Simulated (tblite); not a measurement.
C₆H₁₀NOP.
SMILES with atom numbers: `[CH:1]#[C:2][P@:3]([CH3:4])(=[NH:5])[CH2:6][C:7]([CH3:8])=[O:9]` (hydrogens: H10 on C1; H11, H12, H13 on C4; H14 on N5; H15, H16 on C6; H17, H18, H19 on C8)

Cartesian coordinates in Å at the GFN2-xTB level; atoms count from 1:
```
atom  x, y, z in Å
C1    -1.9007    2.7195    1.5022
C2    -1.3869    1.7197    1.0740
P3    -0.5731    0.1661    0.7291
C4    -1.9316   -0.7643   -0.0869
N5     0.2817   -0.4910    1.8521
C6     0.5834    0.6265   -0.6153
C7     1.2088   -0.6814   -1.0307
C8     2.4945   -1.0006   -0.3374
O9     0.6639   -1.4152   -1.8187
H10   -2.3655    3.6106    1.8130
H11   -2.6797   -1.0189    0.6640
H12   -1.5112   -1.6800   -0.5024
H13   -2.3942   -0.1777   -0.8767
H14   -0.2223   -0.8064    2.6673
H15    1.3096    1.3286   -0.2064
H16    0.0127    1.0762   -1.4298
H17    3.2409   -0.2412   -0.5595
H18    2.8606   -1.9782   -0.6387
H19    2.2993   -0.9831    0.7347
```

Computed with GFN2-xTB (tblite): harmonic, unscaled wavenumbers at the GFN2-xTB geometry, gas phase. The method is semi-empirical: single wavenumbers can be off by several per cent or more. One conformer, not necessarily the lowest.

Harmonic wavenumbers (cm⁻¹): 47.5, 78.8, 92.4, 124.4, 145.2, 156.7, 178.4, 212.7, 252.5, 270.1, 342.8, 374.6, 384.6, 399.0, 504.3, 540.2, 625.9, 659.5, 668.2, 705.2, 749.3, 783.0, 839.2, 842.0, 874.6, 913.3, 965.0, 982.4, 1075.5, 1133.6, 1185.2, 1204.3, 1308.7, 1356.6, 1387.8, 1416.3, 1423.7, 1439.8, 1450.8, 1756.0, 2187.8, 2968.9, 2985.9, 2991.5, 2998.8, 3009.1, 3022.2, 3028.8, 3059.5, 3358.2, 3422.8.

A = 2479, B = 912.3, C = 856.9 MHz; mass 143.050 u (most abundant isotopes); point group C1, symmetry number 1.

Q: What is the zero-point energy?

A: Half the sum of the wavenumbers: 31442 cm⁻¹ = 89.90 kcal/mol.

Q: What is S at 298.15 K and 1 bar for an ideal gas of classical rigid rotors and harmonic oscillators?

A: Translation 40.81, rotation 29.50, vibration 37.01: S = 107.3 cal/(mol K).

Q: And Cp and H(298.15 K) − H(0)?

A: Cp = 45.03 cal/(mol K), of which vibrations give 37.08 (their classical limit is 51 R = 101.3); H(298.15 K) − H(0) = 8.22 kcal/mol without the zero-point energy, 5.85 from vibrations.

Q: Which modes carry the vibrational entropy at 298.15 K?

A: 47.5 cm⁻¹: 4.92; 78.8 cm⁻¹: 3.92; 92.4 cm⁻¹: 3.61; 124.4 cm⁻¹: 3.03; 145.2 cm⁻¹: 2.73; 156.7 cm⁻¹: 2.59 cal/(mol K); the other 45 give 16.21 together.

Q: What must be added to the electronic energy to get the Gibbs energy at 298.15 K and 1 bar?

A: ZPE + [H(298.15 K) − H(0)] − T·S = 89.90 + 8.22 − 32.00 = 66.12 kcal/mol.

Q: How do the functions run with temperature in this model?

A: 
| T (K) | S (cal/(mol K)) | Cp (cal/(mol K)) | H − H(0) (kcal/mol) | G − H(0) (kcal/mol) | ln q(vib) |
| --- | --- | --- | --- | --- | --- |
| 100 | 72.2 | 22.4 | 1.45 | -5.77 | 2.02 |
| 200 | 91.5 | 34.5 | 4.31 | -14.00 | 5.43 |
| 300 | 107.6 | 45.2 | 8.31 | -23.97 | 8.81 |
| 500 | 134.9 | 61.9 | 19.13 | -48.31 | 15.17 |
| 800 | 167.6 | 77.1 | 40.19 | -93.88 | 23.73 |
| 1000 | 185.6 | 83.9 | 56.32 | -129.24 | 28.81 |

q(vib) and H(0) count from the zero-point level.

Hindered rotation and anharmonicity are outside this model. Other conformers, if any are populated, would add a mixing term that is left out. The structure is chiral; the term R ln 2 for an equal mix with its mirror image is left out.
